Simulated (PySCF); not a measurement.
VOF3, SMILES [O]=[V]([F])([F])[F], multiplicity 1.

Coordinates come from a ωB97X-D3(BJ)/def2-SVP optimisation. The spin state was assumed, not searched. The isomer is the one that the SMILES or the coordinates give; other isomers of the formula were not compared.

Method: TDDFT-PBE0/def2-SVPD (PySCF).

Vertical excitations; the highest root listed may be one member of a degenerate set. Isolated molecule, no solvent. State labels are in the subgroup Cs.

```json
[
 {"state": "S1", "symmetry": "A\"", "energy (eV)": "5.07", "λ (nm)": "244", "f": "0.000", "main pairs": "HOMO→LUMO+1 48 %, HOMO−1→LUMO 48 %"},
 {"state": "S2", "symmetry": "A'", "energy (eV)": "5.33", "λ (nm)": "233", "f": "0.001", "main pairs": "HOMO→LUMO, HOMO−1→LUMO+1 (degenerate set)"},
 {"state": "S3", "symmetry": "A\"", "energy (eV)": "5.33", "λ (nm)": "233", "f": "0.001", "main pairs": "HOMO−1→LUMO, HOMO→LUMO+1 (degenerate set)"},
 {"state": "S4", "symmetry": "A'", "energy (eV)": "5.59", "λ (nm)": "222", "f": "0.007", "main pairs": "HOMO−1→LUMO+1 44 %, HOMO→LUMO 44 %"},
 {"state": "S5", "symmetry": "A\"", "energy (eV)": "5.71", "λ (nm)": "217", "f": "0.000", "main pairs": "HOMO−2→LUMO (degenerate set)"},
 {"state": "S6", "symmetry": "A'", "energy (eV)": "5.71", "λ (nm)": "217", "f": "0.000", "main pairs": "HOMO−2→LUMO+1 (degenerate set)"},
 {"state": "S7", "symmetry": "A\"", "energy (eV)": "6.50", "λ (nm)": "191", "f": "0.000", "main pairs": "HOMO→LUMO+2 47 %, HOMO−1→LUMO+3 47 %"},
 {"state": "S8", "symmetry": "A'", "energy (eV)": "6.71", "λ (nm)": "185", "f": "0.000", "main pairs": "HOMO−1→LUMO+2, HOMO→LUMO+3 (degenerate set)"},
 {"state": "S9", "symmetry": "A\"", "energy (eV)": "6.71", "λ (nm)": "185", "f": "0.000", "main pairs": "HOMO−1→LUMO+3, HOMO→LUMO+2 (degenerate set)"},
 {"state": "S10", "symmetry": "A'", "energy (eV)": "6.76", "λ (nm)": "183", "f": "0.004", "main pairs": "HOMO−3→LUMO 76 %"},
 {"state": "T1", "symmetry": "A'", "energy (eV)": "4.44", "λ (nm)": "279", "f": "0", "main pairs": "HOMO→LUMO 38 %, HOMO−1→LUMO+1 38 %, HOMO−1→LUMO+2 8 %, HOMO→LUMO+3 8 %"},
 {"state": "T2", "symmetry": "A\"", "energy (eV)": "4.74", "λ (nm)": "262", "f": "0", "main pairs": "HOMO−1→LUMO, HOMO→LUMO+1 (degenerate set)"},
 {"state": "T3", "symmetry": "A'", "energy (eV)": "4.74", "λ (nm)": "262", "f": "0", "main pairs": "HOMO→LUMO, HOMO−1→LUMO+1 (degenerate set)"},
 {"state": "T4", "symmetry": "A\"", "energy (eV)": "5.01", "λ (nm)": "247", "f": "0", "main pairs": "HOMO→LUMO+1 49 %, HOMO−1→LUMO 49 %"}
]
```
Triplets are in the Tamm–Dancoff approximation, which puts them higher than full response would, so one can lie above its singlet here.
